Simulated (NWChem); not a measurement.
Two isomers of C₂H₇BO, each optimised at PBE0/def2-SVP with NWChem. Flexible species stand in one conformer each, which need not be the lowest. 

A: CCBO
B: BOCC

Task: Which is lower in energy, by how much, and how do their other properties compare?

Result: A is lower by 18.2 kcal/mol in electronic energy; with zero-point energies, B − A = 17.7 kcal/mol.
|  | A | B |
|---|---|---|
| highest occupied level (eV) | -8.22 | -8.41 |
| orbital gap (eV) | 8.73 | 8.31 |
| dipole (D) | 1.97 | 1.89 |
| highest harmonic frequency (cm⁻¹) | 3863 | 3169 |
| zero-point energy (kcal/mol) | 58.4 | 58.0 |
